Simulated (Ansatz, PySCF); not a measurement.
Molecule: SnCl₂, charge 0, multiplicity 1. SMILES: [Cl][Sn][Cl]
Geometry: optimised at B3LYP-D3(BJ)/def2-TZVP (Ansatz, a program for electronic structure).

Wanted: atomisation energy, in kcal/mol. Set-up: def2 sets with scalar-relativistic core potentials past Kr; 6-31G* and kin with 6d, 5d where marked; STO-3G and 3-21G all-electron and non-relativistic; no spin-orbit coupling; valence correlation only (noble-gas shells and the d and f shells of earlier blocks); LANL2DZ with its own core potentials from Na on; no dispersion term unless named; atomisation electronic, to ground-state atoms; open shells spin-unrestricted. Ab initio and DFT rows: single points at B3LYP-D3(BJ) geometries (Ansatz).

```csv
level,program,atomisation energy (kcal/mol)
HF/STO-3G,Ansatz,185.5
HF/6-31G* with LANL2DZ past Ar,Ansatz,113.4
PBE/3-21G,Ansatz,182.9
PBE/def2-SVP,Ansatz,190.3
PBE/6-31G* with LANL2DZ past Ar,Ansatz,181.4
BP86/def2-SVP,PySCF,188.1
BP86/6-31G* with LANL2DZ past Ar (5d),PySCF,180.8
B3LYP/6-31G* with LANL2DZ past Ar,Ansatz,171.2
PBE0/6-31G* with LANL2DZ past Ar,Ansatz,172.2
MP2/LANL2DZ,Ansatz,135.5
PBE/def2-TZVPD,Ansatz,192.5
wB97M-V/def2-TZVPD,Ansatz,187.1
wB97X-V/def2-TZVPD,Ansatz,188.9
```

No value to compare with is used here. The 10 habitual levels span 113.4 (HF/6-31G* with LANL2DZ past Ar) to 190.3 kcal/mol (PBE/def2-SVP); wB97X-V/def2-TZVPD gives 188.9.

The levels are drawn from those run, B3LYP/6-31G* more often than the rest, none by its result; runs whose electronic state is in doubt are left out.
